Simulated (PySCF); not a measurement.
# Atomic charges against the basis set

Compound: C3H8SSi.
Z-matrix (Å and degrees, PBE0-D3(BJ)/def2-SVP geometry), rows numbered from 1:
```
S 
Si  1  2.1518
C   2  1.8870  1  117.03
C   3  1.5539  2   86.53  1  -138.03
C   4  1.5539  3  101.23  2    21.96
H   1  1.3504  2   94.83  3  -157.91
H   2  1.4958  1  108.04  3   132.03
H   3  1.0989  2  121.50  1   102.25
H   3  1.1025  2  110.76  1   -26.56
H   4  1.1020  3  109.94  2   -94.35
H   4  1.1024  3  114.36  2   145.43
H   5  1.1021  2  110.67  1    21.43
H   5  1.0990  2  121.68  1  -107.71
```

PBE0 throughout (PySCF), one geometry, spherical d and f functions. Isolated species at its PBE0-D3(BJ)/def2-SVP geometry (one conformer only). Atoms taken as equivalent share a column and are averaged. The first 7 of 10 kinds of atom are listed.

Mulliken charges (e):

```tsv
basis	functions	S1	Si2	C3/C5	C4	H6	H7	H8/H13
STO-3G	41	-0.089	+0.576	-0.305	-0.154	-0.014	-0.116	+0.067
6-31G	69	-0.299	+0.748	-0.614	-0.366	+0.081	-0.101	+0.191
pcSseg-0	69	-0.446	+1.074	-0.949	-0.508	+0.186	-0.031	+0.265
6-31G*	94	-0.335	+0.557	-0.535	-0.375	+0.133	-0.063	+0.192
cc-pVDZ	118	-0.262	+0.348	-0.197	-0.076	+0.113	-0.042	+0.048
def2-SVP	118	-0.282	+0.497	-0.285	-0.095	+0.102	-0.064	+0.072
pcSseg-1	139	-0.389	+0.696	-0.505	-0.257	+0.158	-0.064	+0.148
aug-cc-pVDZ	195	-0.511	+0.373	+0.509	+0.572	+0.138	+0.317	-0.324
6-311+G(2d,p)	199	-0.252	+0.515	-0.452	-0.230	+0.129	-0.059	+0.124
def2-TZVP	215	-0.329	+0.320	-0.337	-0.181	+0.169	-0.024	+0.125
cc-pVTZ	270	-0.269	+0.342	-0.289	-0.153	+0.109	-0.038	+0.097
IGLO-III	273	-0.323	+0.944	-0.521	-0.168	+0.009	-0.196	+0.116
pcSseg-2	306	-0.251	+0.499	-0.317	-0.057	+0.076	-0.085	+0.093
```

IAO charges (e):

```tsv
basis	functions	S1	Si2	C3/C5	C4	H6	H7	H8/H13
STO-3G	41	-0.158	+0.745	-0.500	-0.258	+0.023	-0.108	+0.126
6-31G	69	-0.306	+0.697	-0.535	-0.262	+0.112	-0.084	+0.155
pcSseg-0	69	-0.308	+0.708	-0.549	-0.270	+0.123	-0.081	+0.157
6-31G*	94	-0.308	+0.809	-0.547	-0.249	+0.099	-0.119	+0.147
cc-pVDZ	118	-0.315	+0.807	-0.546	-0.251	+0.110	-0.118	+0.146
def2-SVP	118	-0.307	+0.819	-0.545	-0.245	+0.106	-0.124	+0.143
pcSseg-1	139	-0.315	+0.826	-0.553	-0.250	+0.109	-0.121	+0.146
aug-cc-pVDZ	195	-0.328	+0.814	-0.555	-0.257	+0.117	-0.116	+0.150
6-311+G(2d,p)	199	-0.322	+0.841	-0.566	-0.259	+0.112	-0.124	+0.151
def2-TZVP	215	-0.322	+0.852	-0.569	-0.259	+0.110	-0.127	+0.151
cc-pVTZ	270	-0.326	+0.840	-0.566	-0.259	+0.114	-0.123	+0.151
IGLO-III	273	-0.317	+0.847	-0.569	-0.260	+0.110	-0.126	+0.151
pcSseg-2	306	-0.323	+0.848	-0.568	-0.258	+0.111	-0.127	+0.151
```

Hirshfeld charges (e):

```
        basis  functions      S1     Si2   C3/C5      C4      H6      H7  H8/H13
       STO-3G         41  -0.110  +0.372  -0.113  -0.021  +0.019  -0.083  +0.009
        6-31G         69  -0.165  +0.297  -0.151  -0.052  +0.060  -0.074  +0.040
     pcSseg-0         69  -0.150  +0.328  -0.153  -0.054  +0.059  -0.076  +0.033
       6-31G*         94  -0.162  +0.288  -0.153  -0.051  +0.066  -0.077  +0.041
      cc-pVDZ        118  -0.143  +0.316  -0.159  -0.060  +0.058  -0.081  +0.038
     def2-SVP        118  -0.134  +0.319  -0.163  -0.061  +0.058  -0.083  +0.037
     pcSseg-1        139  -0.147  +0.331  -0.166  -0.067  +0.059  -0.079  +0.039
  aug-cc-pVDZ        195  -0.137  +0.330  -0.175  -0.077  +0.052  -0.077  +0.043
6-311+G(2d,p)        199  -0.138  +0.323  -0.169  -0.073  +0.057  -0.077  +0.041
    def2-TZVP        215  -0.138  +0.320  -0.170  -0.071  +0.057  -0.078  +0.041
      cc-pVTZ        270  -0.140  +0.322  -0.169  -0.070  +0.054  -0.078  +0.041
     IGLO-III        273  -0.126  +0.323  -0.173  -0.075  +0.053  -0.076  +0.041
     pcSseg-2        306  -0.138  +0.329  -0.175  -0.075  +0.055  -0.078  +0.042
```

Some averages cover members that differ in this geometry, most widely: C3/C5, Mulliken in 6-311+G(2d,p) -0.481 to -0.423 e.

Q: Which scheme is steadiest as the basis changes?

A: Largest range over the bases for any column: Hirshfeld 0.08 e, IAO 0.17 e, Mulliken 1.46 e. Hirshfeld charges move least and Mulliken charges most, counted in e. Without the minimal STO-3G basis the ranges are Hirshfeld 0.04, IAO 0.15, Mulliken 1.46 e.

Q: How much do the charges still move between the two largest bases, IGLO-III and pcSseg-2?

A: At most, over all atoms: Mulliken 0.445 e, IAO 0.005 e, Hirshfeld 0.012 e.

Q: What do the same runs give for the total energy, the frontier levels and the dipole moment?

A: 
```tsv
basis	energy (Eh)	HOMO (eV)	LUMO (eV)	μ (D)
STO-3G	-797.2897	-3.64	5.50	1.07
6-31G	-806.2946	-7.16	0.69	2.02
pcSseg-0	-805.3415	-7.44	0.59	1.86
6-31G*	-806.3838	-7.11	0.79	1.55
cc-pVDZ	-806.4309	-7.10	0.68	1.25
def2-SVP	-806.1274	-7.13	0.66	1.16
pcSseg-1	-806.3826	-7.28	0.38	1.36
aug-cc-pVDZ	-806.4427	-7.22	-0.24	1.25
6-311+G(2d,p)	-806.4828	-7.23	-0.13	1.20
def2-TZVP	-806.4942	-7.23	0.31	1.15
cc-pVTZ	-806.4994	-7.23	0.36	1.17
IGLO-III	-806.4949	-7.16	0.24	1.00
pcSseg-2	-806.5092	-7.27	0.09	1.26
```

The dipole is fixed by the density alone, so its range of 1.02 D shows that the density itself changes with the basis, not only its division among atoms.
